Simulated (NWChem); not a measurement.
System: CH$_{5}$BOS; SMILES CB(O)S

Input file for NWChem:

```
start job
memory heap 200 mb stack 900 mb global 1100 mb
geometry units angstroms noautoz
  B     -0.093245    -0.414497    -0.003967
  C      1.153823    -1.385270    -0.000887
  H      1.090056    -2.110707    -0.824013
  H      1.184212    -1.967291     0.931258
  H      2.113077    -0.866769    -0.092104
  O     -1.386154    -0.856471     0.000080
  H     -1.437573    -1.824476    -0.000509
  S      0.171805     1.395775    -0.002419
  H     -1.128833     1.760825     0.008958
end
basis spherical
  * library def2-tzvp
end
dft
  xc b3lyp
  iterations 150
  mulliken
end
task dft energy
```

Coordinates come from a B3LYP/6-31G* (spherical d) optimisation. B3LYP is NWChem's, with the RPA form of VWN correlation.

Q: What results follow from this input? (B3LYP/def2-TZVP.) Quantities: energy (Ha); highest occupied level (eV); orbital gap (eV); dipole (D).

A: 
```yaml
energy (Ha): -539.57
highest occupied level (eV): -7.23
orbital gap (eV): 7.37
dipole (D): 2.13
```
